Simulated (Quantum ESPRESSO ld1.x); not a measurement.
All-electron atom: Eu X in [Kr] 4d10 4f5 5s2 5p1. Method: scalar-relativistic Kohn-Sham, LDA (Slater exchange, Perdew-Zunger correlation), spin-polarised, spherical densities, point nucleus; open shells are filled with parallel spins first; computed with ld1.x of Quantum ESPRESSO 7.5. Some entries of the table are withheld. Estimate them.

orbital  occ.  eigenvalue (eV)  <r^2> (bohr^2)
1s up       1         -48472.6       0.0006801
1s down     1         -48472.5       0.0006801
2s up       1         -8083.04         0.01069
2s down     1         -8082.90         0.01069
2p up       3         -7220.82        0.008596
2p down     3         -7220.68        0.008596
3s up       1         -1892.99         0.07134
3s down     1         -1890.71         0.07124
3p up       3         -1624.63         0.07143
3p down     3         -1622.36         0.07131
3d up       5         -1264.85         0.06011
3d down     5         -1263.06         0.05996
4s up       1         -491.649          0.3585
4s down     1         -486.692          0.3586
4p up       3         -402.792          0.4028
4p down     3         -397.882          0.4029
4d up       5         -278.731          0.4777
4d down     5         -273.867          0.4783
5s up       1         -171.130           1.676
5s down     1         -167.261           1.698
5p up       1         -144.487             (1)
4f up       5         -142.575          0.6946
5p down     0         -140.972             (2)
4f down     0         -137.739          0.7058
5d up       0         -107.622           2.756
5d down     0         -104.804           2.842
6s up       0         -85.6295             (3)
6s down     0         -84.3031             (4)

Answer. 
(1) 5p up <r^2> (bohr^2): 2.008
(2) 5p down <r^2> (bohr^2): 2.047
(3) 6s up <r^2> (bohr^2): 5.583
(4) 6s down <r^2> (bohr^2): 5.719
